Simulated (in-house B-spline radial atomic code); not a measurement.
Successive ionisation energies of osmium; each step leads to the configuration of the next row (after the last: [He] 2s2 2p6). NIST's values go from ground level to ground level; the uncertainty of those that are theory runs from under 0.1 % in few-electron ions to several per cent in heavy many-electron ones. Computed with a radial B-spline atomic code at the basis-set limit: non-relativistic Hartree-Fock, average of the configuration, point nuclei.

This level leaves out relativity, spin-orbit splitting included, which matters for heavy ions.

```json
{"ion": "Os55+", "configuration": "[Ar] 3d3", "ionisation energy (eV)": "5354.2", "tabulated value (eV)": "5421", "computed minus tabulated (eV)": "-67", "highest orbital": "3d", "largest mean radius (bohr)": "0.20042"}
{"ion": "Os56+", "configuration": "[Ar] 3d2", "ionisation energy (eV)": "?", "tabulated value (eV)": "?", "computed minus tabulated (eV)": "?", "highest orbital": "?", "largest mean radius (bohr)": "?"}
{"ion": "Os57+", "configuration": "[Ar] 3d1", "ionisation energy (eV)": "5640.8", "tabulated value (eV)": "5717", "computed minus tabulated (eV)": "-76", "highest orbital": "3d", "largest mean radius (bohr)": "0.19849"}
{"ion": "Os58+", "configuration": "[Ne] 3s2 3p6", "ionisation energy (eV)": "6020.9", "tabulated value (eV)": "6115", "computed minus tabulated (eV)": "-94", "highest orbital": "3p", "largest mean radius (bohr)": "0.19754"}
{"ion": "Os59+", "configuration": "[Ne] 3s2 3p5", "ionisation energy (eV)": "6144.9", "tabulated value (eV)": "6240", "computed minus tabulated (eV)": "-95", "highest orbital": "3p", "largest mean radius (bohr)": "0.19684"}
{"ion": "Os60+", "configuration": "[Ne] 3s2 3p4", "ionisation energy (eV)": "6269.8", "tabulated value (eV)": "6376", "computed minus tabulated (eV)": "-106", "highest orbital": "3p", "largest mean radius (bohr)": "0.19614"}
{"ion": "Os61+", "configuration": "[Ne] 3s2 3p3", "ionisation energy (eV)": "6395.5", "tabulated value (eV)": "6503", "computed minus tabulated (eV)": "-108", "highest orbital": "3p", "largest mean radius (bohr)": "0.19544"}
{"ion": "Os62+", "configuration": "[Ne] 3s2 3p2", "ionisation energy (eV)": "?", "tabulated value (eV)": "?", "computed minus tabulated (eV)": "?", "highest orbital": "?", "largest mean radius (bohr)": "?"}
{"ion": "Os63+", "configuration": "[Ne] 3s2 3p1", "ionisation energy (eV)": "6649.4", "tabulated value (eV)": "7185", "computed minus tabulated (eV)": "-536", "highest orbital": "3p", "largest mean radius (bohr)": "0.19407"}
{"ion": "Os64+", "configuration": "[Ne] 3s2", "ionisation energy (eV)": "?", "tabulated value (eV)": "?", "computed minus tabulated (eV)": "?", "highest orbital": "?", "largest mean radius (bohr)": "?"}
{"ion": "Os65+", "configuration": "[Ne] 3s1", "ionisation energy (eV)": "7016.6", "tabulated value (eV)": "7610", "computed minus tabulated (eV)": "-593", "highest orbital": "3s", "largest mean radius (bohr)": "0.19263"}
```

Question: Fill in the row of Os56+.

Answer: ionisation energy (eV): 5496.7; tabulated value (eV): 5575; computed minus tabulated (eV): -78; highest orbital: 3d; largest mean radius (bohr): 0.19945.

Question: Fill in the row of Os62+.

Answer: ionisation energy (eV): 6522.0; tabulated value (eV): 7039; computed minus tabulated (eV): -517; highest orbital: 3p; largest mean radius (bohr): 0.19475.

Question: Fill in the row of Os64+.

Answer: ionisation energy (eV): 6890.3; tabulated value (eV): 7468; computed minus tabulated (eV): -578; highest orbital: 3s; largest mean radius (bohr): 0.19339.
